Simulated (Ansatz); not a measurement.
Cartesian coordinates (Å):
SMILES: S=c1c2c1SC2
```xyz
8

S      3.0290    -0.3692     0.5321
C      1.5658    -0.0625    -0.0312
C      0.2568    -0.3814    -0.4036
C      0.5900     0.9445    -0.5177
S     -0.9994     1.5668    -0.0421
C     -1.1770    -0.3110     0.0481
H     -1.3539    -0.6733     1.0587
H     -1.9112    -0.7139    -0.6442
```
Charge 0, multiplicity 1.

Calculation: Ansatz (a quantum-chemistry and plane-wave program) with frozen-core CCSD(T)/cc-pVTZ // B3LYP-D3(BJ)/def2-TZVP. The restricted HF reference is unstable towards unrestricted orbitals.

The HF energy is -947.57563 Ha. The MP2 correlation energy is -0.96443 Ha.

Task: Estimate the CCSD correlation energy, the (T) correction, the total energy and the T1 diagnostic.

Result: 
```yaml
CCSD correlation energy: -0.98730 Ha
"(T) correction": -0.06190 Ha
CCSD(T) total energy: -948.62483 Ha
T1 diagnostic: 0.019
```
